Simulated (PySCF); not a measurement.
Computed shifts of a molecule CH7Cl2NSi2, PBE/pcSseg-1 (PySCF), GIAO, gas phase, equivalent atoms averaged, in ppm (number of nuclei): ¹³C: 8.6 (1). ²⁹Si: 23.2 (1), -58.3 (1). ¹⁵N: 51.2 (1). ¹H: 5.03 (3), 0.98 (3), 0.90 (1). References: ¹³C against TMS (σ = 182.0 ppm); ²⁹Si against TMS (σ = 335.4 ppm); ³⁵Cl against HCl (σ = 936.5 ppm); ¹⁵N against NH3 (σ = 267.0 ppm); ¹H against TMS (σ = 31.49 ppm), references at their B3LYP-D3(BJ)/def2-TZVP geometries, non-relativistic (without spin–orbit terms, shifts of atoms bonded to Cl or Br come out too high). Coordinates come from a PBE0-D3(BJ)/def2-SVP optimisation. One conformer was computed; it need not be the lowest.

Task: Which structure fits?
A. NC[Si@H](Cl)[SiH2]Cl
B. C[SiH2]N[SiH](Cl)Cl
C. C[Si](Cl)(Cl)N[SiH3]
D. C[Si@@H](Cl)[Si@@H](N)Cl

Result: C, C[Si](Cl)(Cl)N[SiH3]
